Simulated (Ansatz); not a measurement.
`C=C(C)CBr` + `CBF` → `C=C(C)B(C)F` + `CBr`  (formal exchange of groups at a C–C bond)

Calculated with Ansatz (gas phase, PBE0-D4/def2-TZVP geometries, no zero-point term in ΔE). CCSD(T)/CBS is the MP2 limit (def2-TZVPP, def2-QZVPP) plus CCSD(T) − MP2 in def2-TZVPP, frozen cores. This one scheme is used for every species. DFT in def2-TZVPP. B3LYP here is the variant with VWN-RPA as its local correlation; programs differ in this. For Br outer-core shells are correlated without core-valence functions, which leaves a few kJ/mol of doubt a bond. Scalar relativity is left out up to krypton. One conformer a species, not always the lowest.

`C=C(C)CBr`:

Cartesian coordinates in Å:
```
C -0.040 -0.258 1.549
C -0.001 0.013 0.247
C -0.992 0.899 -0.433
C 1.085 -0.555 -0.594
Br 0.396 -1.842 -1.909
H -0.803 0.166 2.191
H 0.690 -0.912 2.014
H -0.491 1.750 -0.906
H -1.731 1.281 0.271
H -1.513 0.357 -1.226
H 1.581 0.205 -1.197
H 1.818 -1.104 -0.008
```

`CBF`:

Z-matrix (Å, degrees):
```
C
B 1 1.553
H 1 1.096 2 109.6
H 1 1.091 2 114.0 3 122.5
H 1 1.096 2 109.7 3 -114.9
F 2 1.327 1 120.6 3 -122.2
H 2 1.202 1 123.5 3 57.8
```

`C=C(C)B(C)F`:

```xyz
14

C    -0.918   -1.833   -0.155
C    -0.372   -0.644    0.118
C    -0.423   -0.057    1.497
B     0.334    0.139   -1.035
C     1.026    1.528   -0.858
F     0.347   -0.425   -2.248
H    -0.878   -2.252   -1.154
H    -1.421   -2.425    0.606
H    -0.933    0.912    1.497
H     0.583    0.126    1.887
H    -0.943   -0.713    2.198
H     1.445    1.921   -1.785
H     1.830    1.460   -0.115
H     0.321    2.262   -0.453
```

`CBr`:

```xyz
5

C    -0.040   -0.041    0.176
Br    0.380    0.382   -1.662
H     0.049    0.872    0.759
H     0.667   -0.790    0.518
H    -1.056   -0.423    0.208
```

```csv
level,ΔE (kcal/mol),difference from CCSD(T)/CBS
r2SCAN-D4,-10.1,-0.9
B97M-V,-10.6,-1.4
B3LYP-D4,-9.6,-0.4
r2SCANh-D4,-10.2,-1.0
CAM-B3LYP-D4,-9.8,-0.6
PBE-QIDH,-9.5,-0.3
r2SCAN,-10.1,-0.9
r2SCANh,-10.2,-1.0
HF/def2-QZVPP,-10.3,-1.1
CCSD/CBS(def2),-9.4,-0.2
CCSD(T)/CBS,-9.2,0
```

Task: What do rigid-rotor, harmonic-oscillator terms from PBE0-D4/def2-TZVP frequencies (298.15 K, 1 bar) make of the CCSD(T)/CBS value? (Estimate.)

Result: Computed: ΔZPE = +0.4 kcal/mol, ΔH = -8.4 kcal/mol, ΔS = 4 J/(mol·K), ΔG = -8.7 kcal/mol. Modes under 50 cm⁻¹ make the entropy rough.

Largest T1 diagnostic among the species: 0.012.

In def2-TZVPP, CCSD(T) changes the Hartree–Fock value by +0.9 kcal/mol (the triples alone add +0.2 kcal/mol) and MP2 by +1.9 kcal/mol. Leaving LDA and LC-ωPBE aside and taking each functional with its dispersion term where it has one, the values, not all of them listed here, spread over 1.4 kcal/mol, from B97M-V to BLYP-D4.

CCSD(T)/CBS has its own doubt, a few kJ/mol and more with outer-core shells, so smaller differences from it don't rank the levels.
